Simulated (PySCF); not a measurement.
Species: C₆H₁₅NSi.
SMILES with atom numbers: `[CH3:1][CH2:2][CH2:3][N:4]1[CH2:5][CH2:6][CH2:7][SiH2:8]1` (hydrogens: H9, H10, H11 on C1; H12, H13 on C2; H14, H15 on C3; H16, H17 on C5; H18, H19 on C6; H20, H21 on C7; H22, H23 on Si8)

The same species was optimised twice, with GFN2-xTB and with PBE0-D3(BJ)/def2-SVP (PySCF), and the same property calculations (PySCF, gas phase) were run on both structures.

```
     coordinate  GFN2-xTB  PBE0-D3(BJ)/def2-SVP  change
     N4–Si8 (Å)     1.711                 1.741  +0.030
     C7–Si8 (Å)     1.898                 1.887  -0.011
      C6–C7 (Å)     1.527                 1.536  +0.009
      C2–C3 (Å)     1.535                 1.529  -0.006
      C3–N4 (Å)     1.437                 1.441  +0.004
      C1–C2 (Å)     1.522                 1.519  -0.003
      C5–C6 (Å)     1.526                 1.529  +0.003
      N4–C5 (Å)     1.449                 1.450  +0.001
  C5–N4–Si8 (°)     114.7                 112.9    -1.8
  N4–Si8–C7 (°)      92.5                  93.9    +1.4
  C6–C7–Si8 (°)     103.2                 101.7    -1.5
   C1–C2–C3 (°)     111.7                 113.0    +1.3
   C5–C6–C7 (°)     107.8                 109.0    +1.2
   C2–C3–N4 (°)     113.5                 114.3    +0.8
   C3–N4–C5 (°)     117.4                 118.1    +0.7
   N4–C5–C6 (°)     107.4                 107.7    +0.3
C1–C2–C3–N4 (°)        60                    59      -1
C2–C3–N4–C5 (°)        78                    75      -3
```

Rotational constants: A = 2822, B = 1132, C = 1005 MHz (GFN2-xTB) against A = 2870, B = 1087, C = 970.1 MHz (PBE0-D3(BJ)/def2-SVP). Point groups within 0.08 Å: C1 and C1.

On the GFN2-xTB structure: HOMO (eV) -6.07 [PBE0/pcSseg-1]; LUMO (eV) 0.82 [PBE0/pcSseg-1]; dipole (D) 0.71 [PBE0/pcSseg-1]; GIAO shielding of C1 (ppm) 172.7 [PBE0/pcSseg-1]; GIAO shielding of C2 (ppm) 162.1 [PBE0/pcSseg-1]; GIAO shielding of C3 (ppm) 135.4 [PBE0/pcSseg-1]; GIAO shielding of N4 (ppm) 237.8 [PBE0/pcSseg-1]; GIAO shielding of C5 (ppm) 134.5 [PBE0/pcSseg-1]; GIAO shielding of C6 (ppm) 156.7 [PBE0/pcSseg-1]; GIAO shielding of C7 (ppm) 175.1 [PBE0/pcSseg-1]; GIAO shielding of Si8 (ppm) 371.9 [PBE0/pcSseg-1].

Question: What do these properties become on the PBE0-D3(BJ)/def2-SVP structure?

Answer: 
```json
{"property": "HOMO (eV)", "level": "PBE0/pcSseg-1", "on GFN2-xTB": "-6.07", "on PBE0-D3(BJ)/def2-SVP": "-6.10", "change": "-0.03"}
{"property": "LUMO (eV)", "level": "PBE0/pcSseg-1", "on GFN2-xTB": "0.82", "on PBE0-D3(BJ)/def2-SVP": "0.84", "change": "+0.02"}
{"property": "dipole (D)", "level": "PBE0/pcSseg-1", "on GFN2-xTB": "0.71", "on PBE0-D3(BJ)/def2-SVP": "0.83", "change": "+0.12"}
{"property": "energy, GFN2-xTB geometry as zero (kcal/mol)", "level": "PBE0/pcSseg-1", "on GFN2-xTB": "0.0", "on PBE0-D3(BJ)/def2-SVP": "-1.6", "change": "-1.6"}
{"property": "GIAO shielding of C1 (ppm)", "level": "PBE0/pcSseg-1", "on GFN2-xTB": "172.7", "on PBE0-D3(BJ)/def2-SVP": "171.5", "change": "-1.2"}
{"property": "GIAO shielding of C2 (ppm)", "level": "PBE0/pcSseg-1", "on GFN2-xTB": "162.1", "on PBE0-D3(BJ)/def2-SVP": "161.3", "change": "-0.8"}
{"property": "GIAO shielding of C3 (ppm)", "level": "PBE0/pcSseg-1", "on GFN2-xTB": "135.4", "on PBE0-D3(BJ)/def2-SVP": "134.4", "change": "-1.0"}
{"property": "GIAO shielding of N4 (ppm)", "level": "PBE0/pcSseg-1", "on GFN2-xTB": "237.8", "on PBE0-D3(BJ)/def2-SVP": "235.3", "change": "-2.5"}
{"property": "GIAO shielding of C5 (ppm)", "level": "PBE0/pcSseg-1", "on GFN2-xTB": "134.5", "on PBE0-D3(BJ)/def2-SVP": "134.9", "change": "+0.4"}
{"property": "GIAO shielding of C6 (ppm)", "level": "PBE0/pcSseg-1", "on GFN2-xTB": "156.7", "on PBE0-D3(BJ)/def2-SVP": "155.0", "change": "-1.7"}
{"property": "GIAO shielding of C7 (ppm)", "level": "PBE0/pcSseg-1", "on GFN2-xTB": "175.1", "on PBE0-D3(BJ)/def2-SVP": "174.4", "change": "-0.7"}
{"property": "GIAO shielding of Si8 (ppm)", "level": "PBE0/pcSseg-1", "on GFN2-xTB": "371.9", "on PBE0-D3(BJ)/def2-SVP": "367.4", "change": "-4.5"}
```

The heavy atoms differ by 0.079 Å rms after alignment. Among bonds between heavy atoms N4–Si8 changes most (+0.030 Å). Changes are differences of the printed values. Neither structure is proved a minimum here.
